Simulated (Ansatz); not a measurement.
C2H5N, SMILES `C=NC` (charge 0, multiplicity 1).

Cartesian coordinates (Å):
```xyz
8

C      1.2533    -0.3514    -0.0941
N      0.2536     0.0667    -0.7349
C     -0.9798     0.2909    -0.0106
H      1.2370    -0.5544     0.9856
H      2.1907    -0.5269    -0.6183
H     -1.7678    -0.3210    -0.4547
H     -1.2792     1.3338    -0.1350
H     -0.9077     0.0624     1.0619
```
Charge 0, multiplicity 1.

Frozen-core energies in 6-31g from Ansatz (an electronic-structure program) at a geometry from B3LYP-D3(BJ)/def2-TZVP; the HF reference has <S^2> = 0.00 (restricted, and unstable towards unrestricted orbitals) and the T1 diagnostic is 0.010.

| level | energy (Ha) |
|---|---|
| HF | -132.99520 |
| MP2 | -133.28780 |
| CCSD | -133.31876 |
| CCSD(T) | -133.32731 |

### Question
Estimate the energies of CCSDT, CCSDT(Q) and CCSDTQ, and give each level's difference from CCSDTQ.

### Answer

| level | energy (Ha) | difference from CCSDTQ (mHa) |
|---|---|---|
| MP2 | -133.28780 | 40.73 |
| CCSD | -133.31876 | 9.78 |
| CCSD(T) | -133.32731 | 1.23 |
| CCSDT | -133.32773 | 0.80 |
| CCSDT(Q) | -133.32863 | -0.10 |
| CCSDTQ | -133.32853 | 0.00 |
